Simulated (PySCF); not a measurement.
BClH₂OSi, H₅NOSi₂ (calculated)

Calculation on a computer-drawn molecule: the log of a Hartree-Fock and frozen-core CCSD(T) single point meant for a local Hartree-Fock minimum, with one planted fault or none, to be diagnosed. Offsets are logged minus clean, where the clean run is the same molecule without the fault. The reference is restricted for singlets and unrestricted otherwise, and also for a bond in bohr or an excited solution. Adding or removing an electron swaps singlet and doublet. The excited solution moves the top pair (singlet) or top alpha electron (doublet) to the lowest empty orbital. Highest occupied and lowest empty are orbital energies over both spins, largest force is the largest gradient component, triples share is (T) over the correlation energy, the T1 limit is 0.02 restricted and 0.045 unrestricted, electrons count all cores, a negative frequency is imaginary (commonest isotopes), and the dipole is about the centre of nuclear charge. Program: PySCF 2.14.0.

Common to all runs: meant charge 0; meant multiplicity 1; meant basis cc-pV(D+d)Z; logged SCF converged yes; logged CC converged yes; logged SCF stable within its kind yes; possible faults no fault, one electron removed, one electron added, multiplicity raised by two, geometry at a saddle point, SCF held on an excited solution, minimal basis STO-3G, one bond length entered in bohr, all coordinates scaled.

(1) 
```xyz
6
formula=BClH2OSi logged_electrons=46 logged_basis_functions=84 logged_spin_squared=1.1375 logged_highest_occupied=-8.1087 logged_lowest_empty=0.28911 logged_largest_force=0.018205 logged_T1_diagnostic=0.041779 logged_D1_diagnostic=0.16849 logged_triples_share=0.025123 logged_dipole_magnitude=1.7734 logged_energy_HF=-849.05668 logged_energy_CCSD(T)=-849.55588 planted_fault=one_bond_length_entered_in_bohr,row_1_of_the_drawn_bonds HF_energy_offset_from_clean_run=70 CCSD(T)_energy_offset_from_clean_run=95.74
O     -1.0462     0.8587    -0.9687
Si    -0.2874    -0.2513     1.8617
B      1.6209     0.5613     2.1098
Cl     3.0020    -0.3871     1.5124
H     -0.4695     1.4002    -1.4872
H      1.9169     1.5777     2.6716
```

Units: logged_highest_occupied, logged_lowest_empty in eV; logged_largest_force in hartree/bohr; logged_dipole_magnitude in debye; logged_energy_HF, logged_energy_CCSD(T) in hartree; HF_energy_offset_from_clean_run, CCSD(T)_energy_offset_from_clean_run in kcal/mol.

Drawn bonds:
```
atom  other atom  order
   1           2      1
   2           3      1
   3           4      1
   1           5      1
   3           6      1
```

(2) 
```xyz
6
formula=BClH2OSi logged_electrons=46 logged_basis_functions=84 logged_spin_squared=0 logged_highest_occupied=-8.3426 logged_lowest_empty=1.391 logged_largest_force=0.029596 logged_T1_diagnostic=0.016682 logged_D1_diagnostic=0.048584 logged_triples_share=0.026922 logged_dipole_magnitude=1.9442 logged_energy_HF=-849.16277 logged_energy_CCSD(T)=-849.70015 planted_fault=all_coordinates_scaled,by_-3.0_% HF_energy_offset_from_clean_run=3.433 CCSD(T)_energy_offset_from_clean_run=5.213
O     -1.0148     0.8329    -0.9396
Si    -0.6253     0.2631     0.5132
B      1.2257     1.0514     0.7538
Cl     2.5654     0.1315     0.1744
H     -0.4554     1.3581    -1.4426
H      1.5129     2.0373     1.2988
```

Units: logged_highest_occupied, logged_lowest_empty in eV; logged_largest_force in hartree/bohr; logged_dipole_magnitude in debye; logged_energy_HF, logged_energy_CCSD(T) in hartree; HF_energy_offset_from_clean_run, CCSD(T)_energy_offset_from_clean_run in kcal/mol.

Drawn bonds:
```
atom  other atom  order
   1           2      1
   2           3      1
   3           4      1
   1           5      1
   3           6      1
```

(3) 
```xyz
9
formula=H5NOSi2 logged_electrons=47 logged_basis_functions=99 logged_spin_squared=0.7562 logged_highest_occupied=-16.472 logged_lowest_empty=-7.0876 logged_largest_force=0.078405 logged_T1_diagnostic=0.019048 logged_D1_diagnostic=0.070517 logged_triples_share=0.028021 logged_dipole_magnitude=4.449 logged_energy_HF=-709.86983 logged_energy_CCSD(T)=-710.44311 planted_fault=one_electron_removed HF_energy_offset_from_clean_run=187.4 CCSD(T)_energy_offset_from_clean_run=204.9
O      0.5457    -1.2419    -0.7923
Si    -0.5934    -0.4940    -1.7208
N     -2.0838    -1.2528    -1.2424
Si    -2.5769    -2.4913    -0.1214
H      0.3620    -1.9226    -0.1611
H     -2.8565    -0.8610    -1.7600
H     -3.2264    -3.6257    -0.8160
H     -1.3722    -2.9911     0.5786
H     -3.5261    -1.9660     0.8857
```

Units: logged_highest_occupied, logged_lowest_empty in eV; logged_largest_force in hartree/bohr; logged_dipole_magnitude in debye; logged_energy_HF, logged_energy_CCSD(T) in hartree; HF_energy_offset_from_clean_run, CCSD(T)_energy_offset_from_clean_run in kcal/mol.

Drawn bonds:
```
atom  other atom  order
   1           2      1
   2           3      1
   3           4      1
   1           5      1
   3           6      1
   4           7      1
   4           8      1
   4           9      1
```
